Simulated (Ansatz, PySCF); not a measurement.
SeSn, SMILES [Se]=[Sn] (connectivity only; charge and spin as stated), neutral, multiplicity 1.

Geometry optimised at r2SCAN-D4/def2-TZVP. The def2 effective core potentials stand for the cores of Sn; spin–orbit coupling is left out.

Vertical ionisation energy (IE) and electron affinity (EA) in eV. Rows of orbital energies are one-electron estimates. Where ΔSCF, EOM or ADC give a negative EA the extra electron is unbound and the value depends on the basis.

| level | IE | EA |
|---|---|---|
| −ε(HOMO), −ε(LUMO), HF/def2-TZVPD (PySCF) | 9.08 | 0.10 |
| −ε(HOMO), −ε(LUMO), PBE/def2-TZVPD (PySCF) | 6.15 | 3.22 |
| ΔSCF, PBE0/def2-TZVPD (Ansatz), final states of multiplicity 2 and 2 | 9.04 | 0.89 |
| ΔSCF, PBE/def2-TZVPD (Ansatz), final states of multiplicity 2 and 2 | 9.13 | 0.76 |

### Question
What vertical singlet–triplet gap does ΔSCF give with PBE0/def2-TZVPD (Ansatz, an electronic-structure program) and with PBE/def2-TZVPD (Ansatz)? (An estimate is asked for; the answer gives what the named calculation found.)

### Answer
2.41 and 2.63 eV (triplet above singlet where positive).
